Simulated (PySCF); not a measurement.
Correlation energy of Cr(2+) (chromium, charge +2)

[Ar] 3d3 4p1, one real determinant (an excited configuration). Calculation: PySCF 2.14, in aug-cc-pVDZ; no relativity, point nucleus. Frozen: [Ar]; 4 electrons correlated.

| level | correlation energy (mhartree) |
| --- | --- |
| CCSD | -20.29 |
| (T) | -0.54 |
| CCSD(T) | -20.83 |

Diagnostics: T1 = 0.0041, D1 = 0.0067, largest double amplitude 0.102.

The real determinant used has ⟨L²⟩ near 14 against 20 for a pure G term, so it mixes terms.

Cost of the coupled-cluster step: about 2.7 core-seconds, for 4 correlated electrons.

Iterations:

```
CC2 = 0
CCSD nocc = (np.int64(4), np.int64(0)), nmo = (50, 50)
frozen orbitals [[0, 1, 2, 3, 4, 5, 6, 7, 8], [0, 1, 2, 3, 4, 5, 6, 7, 8]]
max_cycle = 100
direct = 0
conv_tol = 1e-08
conv_tol_normt = 1e-06
diis_space = 8
diis_start_cycle = 0
Init t2, MP2 energy = -0.0157717713821513
Init E_corr(UCCSD) = -0.0157717713826783
cycle = 1  E_corr(UCCSD) = -0.0184006664794931  dE = -0.0026288951  norm(t1,t2) = 0.0149592
cycle = 2  E_corr(UCCSD) = -0.0189684760408773  dE = -0.000567809561  norm(t1,t2) = 0.00765069
cycle = 3  E_corr(UCCSD) = -0.0193061769882158  dE = -0.000337700947  norm(t1,t2) = 0.00602606
cycle = 4  E_corr(UCCSD) = -0.0194234122943478  dE = -0.000117235306  norm(t1,t2) = 0.00507053
cycle = 5  E_corr(UCCSD) = -0.0197385925315383  dE = -0.000315180237  norm(t1,t2) = 0.00407107
cycle = 6  E_corr(UCCSD) = -0.0198437800852951  dE = -0.000105187554  norm(t1,t2) = 0.00287077
cycle = 7  E_corr(UCCSD) = -0.0199189387476209  dE = -7.51586623e-05  norm(t1,t2) = 0.00238124
cycle = 8  E_corr(UCCSD) = -0.0200377737825134  dE = -0.000118835035  norm(t1,t2) = 0.00214878
cycle = 9  E_corr(UCCSD) = -0.0202323902645312  dE = -0.000194616482  norm(t1,t2) = 0.00152775
cycle = 10  E_corr(UCCSD) = -0.0202619440552936  dE = -2.95537908e-05  norm(t1,t2) = 0.000697202
cycle = 11  E_corr(UCCSD) = -0.020279423415563  dE = -1.74793603e-05  norm(t1,t2) = 0.000319676
cycle = 12  E_corr(UCCSD) = -0.0202830621759505  dE = -3.63876039e-06  norm(t1,t2) = 0.000108722
cycle = 13  E_corr(UCCSD) = -0.0202856101377568  dE = -2.54796181e-06  norm(t1,t2) = 3.40315e-05
cycle = 14  E_corr(UCCSD) = -0.0202850753663304  dE = 5.34771426e-07  norm(t1,t2) = 1.30173e-05
cycle = 15  E_corr(UCCSD) = -0.0202850274772841  dE = 4.78890463e-08  norm(t1,t2) = 5.50502e-06
cycle = 16  E_corr(UCCSD) = -0.0202850795260173  dE = -5.20487332e-08  norm(t1,t2) = 1.58961e-06
cycle = 17  E_corr(UCCSD) = -0.0202851024278723  dE = -2.2901855e-08  norm(t1,t2) = 5.3535e-07
cycle = 18  E_corr(UCCSD) = -0.0202850948574847  dE = 7.57038762e-09  norm(t1,t2) = 2.8394e-07
UCCSD converged
E(UCCSD) = -1042.175208186069  E_corr = -0.0202850948574847
UCCSD(T) correction = -0.000539408434485863
```

The reference is one real determinant that mixes LS terms of this configuration.
